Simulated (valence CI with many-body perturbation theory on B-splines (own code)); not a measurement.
## Level structure of Tb³⁴⁺

Calculated by valence CI with perturbative core correlation (CI+MBPT): three valence electrons over a frozen Dirac-Fock core [Ar] 3d10, a basis of 11 s, 11 p, 9 d, 7 f, 5 g, 2 h, 1 i functions for each j, with the one-electron correlation potential Σ1 (screened to all orders), the two-electron term Σ2, the three-electron term Σ3, Breit, model QED; selected single and double excitations, second order for the rest (own B-spline code, finite nucleus).

The last digits are not significant, and no measured levels were compared; by estimate large intervals hold to a few tenths of a per cent, small ones and those within an open d or f shell to about a per cent.

Levels 1 to 45 of 67, with energies above the lowest level, (4s^2 4p1/2) J=1/2. "Leading %" is the weight of the configuration and term that name the level; weights of strongly mixed levels are sums over their largest components and can fall short. In the jj column 3d3/2^4 stands for four electrons in 3d with j = 3/2.

```tsv
No.	Configuration	Term	J	E (cm⁻¹)	Leading %	Second component	g	Leading jj
1	4s²4p	²P°	1/2	0	99		0.661	4s^2 4p1/2 (99 %)
2	4s²4p	²P°	3/2	393700	99		1.331	4s^2 4p3/2 (99 %)
3	4s4p²	⁴P	1/2	601470	65	25 % 4s4p² ²S	2.294	4s 4p1/2^2 (95 %)
4	4s4p²	⁴P	3/2	915500	93	5 % 4s4p² ²D	1.675	4s 4p1/2 4p3/2 (99 %)
5	4s4p²	²D	5/2	968650	53	46 % 4s4p² ⁴P	1.383	4s 4p1/2 4p3/2 (96 %)
6	4s4p²	²D	3/2	1047100	69	25 % 4s4p² ²P	0.949	4s 4p1/2 4p3/2 (93 %)
7	4s4p²	²P	1/2	1071100	71	23 % 4s4p² ⁴P	1.192	4s 4p1/2 4p3/2 (93 %)
8	4s4p²	⁴P	5/2	1330300	51	39 % 4s4p² ²D	1.403	4s 4p3/2^2 (90 %)
9	4s²4d	²D	3/2	1415100	70	26 % 4s4p² ²P	0.951	4s^2 4d3/2 (70 %)
10	4s4p²	²S	1/2	1465300	69	18 % 4s4p² ²P	1.840	4s 4p3/2^2 (97 %)
11	4s4p²	²P	3/2	1506400	46	25 % 4s²4d ²D	1.080	4s 4p3/2^2 (73 %)
12	4s²4d	²D	5/2	1531600	89	8 % 4s4p² ²D	1.206	4s^2 4d5/2 (89 %)
13	4p³	²P°	3/2	1660300	43	27 % 4p³ ²D°	1.333	4p1/2^2 4p3/2 (94 %)
14	4s4p4d	⁴F°	3/2	1904700	80	14 % 4s4p4d ²D°	0.516	4s 4p1/2 4d3/2 (96 %)
15	4s4p4d	⁴F°	5/2	1937200	44	21 % 4s4p4d ²D°	1.075	4s 4p1/2 4d3/2 (81 %)
16	4p³	⁴S°	3/2	1991700	48	28 % 4p³ ²D°	1.389	4p1/2 4p3/2^2 (76 %)
17	4p³	²D°	5/2	2008300	46	28 % 4s4p4d ⁴F°	1.161	4p1/2 4p3/2^2 (46 %)
18	4s4p4d	⁴D°	1/2	2032600	67	25 % 4s4p4d ²P°	0.369	4s 4p1/2 4d3/2 (95 %)
19	4s4p4d	⁴D°	3/2	2037400	46	27 % 4s4p4d ⁴P°	1.334	4s 4p1/2 4d3/2 (66 %)
20	4s4p4d	⁴P°	5/2	2057800	46	21 % 4s4p4d ⁴D°	1.418	4s 4p1/2 4d5/2 (80 %)
21	4s4p4d	⁴F°	7/2	2064300	58	21 % 4s4p4d ⁴D°	1.255	4s 4p1/2 4d5/2 (91 %)
22	4p³	²P°	1/2	2093700	93	6 % 4s4p4d ²P°	0.661	4p1/2 4p3/2^2 (93 %)
23	4s4p4d	²F°	5/2	2148700	67	17 % 4p³ ²D°	0.968	4s 4p1/2 4d5/2 (66 %)
24	4s4p4d	²P°	3/2	2179700	37	35 % 4s4p4d ²D°	1.055	4s 4p1/2 4d5/2 (56 %)
25	4s4p4d	⁴D°	3/2	2353100	37	34 % 4s4p4d ⁴P°	1.341	4s 4p3/2 4d3/2 (90 %)
26	4s4p4d	⁴D°	5/2	2355000	54	17 % 4s4p4d ⁴F°	1.269	4s 4p3/2 4d3/2 (92 %)
27	4s4p4d	⁴P°	1/2	2356300	88	12 % 4s4p4d ⁴D°	2.346	4s 4p3/2 4d3/2 (98 %)
28	4s4p4d	⁴D°	7/2	2367300	46	36 % 4s4p4d ⁴F°	1.307	4s 4p3/2 4d3/2 (68 %)
29	4s4p4d	⁴F°	9/2	2367600	100		1.331	4s 4p3/2 4d5/2 (100 %)
30	4p³	²P°	3/2	2399300	26	18 % 4s4p4d ⁴P°	1.357	4p3/2^3 (48 %)
31	4s4p4d	²D°	3/2	2437400	65	14 % 4s4p4d ⁴P°	0.965	4s 4p3/2 4d3/2 (66 %)
32	4s4p4d	²D°	5/2	2445700	48	36 % 4s4p4d ⁴P°	1.338	4s 4p3/2 4d5/2 (97 %)
33	4s4p4d	²F°	5/2	2460400	59	25 % 4s²4f ²F°	0.906	4s 4p3/2 4d3/2 (69 %)
34	4s4p4d	²F°	7/2	2497000	48	30 % 4s4p4d ⁴D°	1.226	4s 4p3/2 4d5/2 (67 %)
35	4s4p4d	²F°	7/2	2501300	90	5 % 4s²4f ²F°	1.144	4s 4p3/2 4d5/2 (82 %)
36	4s4p4d	²P°	1/2	2509400	77	18 % 4s4p4d ⁴D°	0.596	4s 4p3/2 4d3/2 (85 %)
37	4s4p4d	²P°	1/2	2574200	90	4 % 4p³ ²P°	0.677	4s 4p3/2 4d5/2 (85 %)
38	4s4p4d	²D°	5/2	2597800	67	17 % 4s²4f ²F°	1.118	4s 4p3/2 4d5/2 (63 %)
39	4s4p4d	²P°	3/2	2598800	82	6 % 4s4p4d ²D°	1.305	4s 4p3/2 4d5/2 (95 %)
40	4s4p4d	²P°	3/2	2621600	22	19 % 4p³ ²P°	1.110	4p3/2^3 (36 %)
41	4p²4d	⁴F	3/2	2626200	40	26 % 4p²4d ²D	0.753	4p1/2^2 4d3/2 (97 %)
42	4s²4f	²F°	5/2	2674100	57	32 % 4s4p4d ²F°	0.890	4s^2 4f5/2 (57 %)
43	4s²4f	²F°	7/2	2676000	72	23 % 4s4p4d ²F°	1.149	4s^2 4f7/2 (72 %)
44	4p²4d	²D	5/2	2739300	25	24 % 4p²4d ⁴D	1.187	4p1/2^2 4d5/2 (92 %)
45	4p²4d	²F	5/2	2949200	51	39 % 4p²4d ⁴F	0.937	4p1/2 4p3/2 4d3/2 (91 %)
```

Where two levels of one J and parity lie close, their mixing, g and order are uncertain.

The ionisation energy to 4s² ¹S0 of the next ion comes out as 1444.4 eV (NIST: 1443 ± 5 eV (theoretical)). All 67 levels together are meant to be complete up to 3315600 cm⁻¹.
